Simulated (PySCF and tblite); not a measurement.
C6H9F3, numbered as in [F:1][C@H:2]1[CH2:3][CH2:4][C@@H:5]([F:6])[C@H:7]([F:8])[CH2:9]1. Search: ETKDG, MMFF94s, GFN2-xTB, 60 starts; geometries at GFN2-xTB. Energies: PBE0-D3(BJ)/pcSseg-1, with GFN2-xTB thermal terms (modes under about 100 cm⁻¹ blended into free rotors). Symmetry numbers and mirror images are counted. Conformers within 2.5 kcal/mol (GFN2-xTB free energy) were kept, 3 at most. GIAO shieldings: PBE0/pcSseg-1. Shifts are against TMS (¹H), TMS (¹³C), CFCl3 (¹⁹F) at the same level; of two unlike H on one atom, a is the less shielded. Codes: tblite and PySCF.

The 6-ring runs over atoms 2–3–4–5–7–9.

Two conformers hold nearly all the population. I: 6-ring chair (F1 axial); δ(H9a) = 1.42 ppm. II: 6-ring chair (F6, F8 axial); δ(H9a) = 2.57 ppm. The average over the ensemble at 298.15 K is 2.26 ppm.

(1) What populations and free-energy difference follow from a two-state model?

Results:

(1) p(I) = (2.26 − 2.57)/(1.42 − 2.57) = 0.27, so K = p(II)/p(I) = 2.71 and G(II) − G(I) = −RT ln K = -0.59 kcal/mol. The weights computed directly are 27.2 % and 72.8 %.


Conformer gaps in pcSseg-1 on xTB geometries can be 2 kcal/mol off for S=O, P=O and other polar bonds.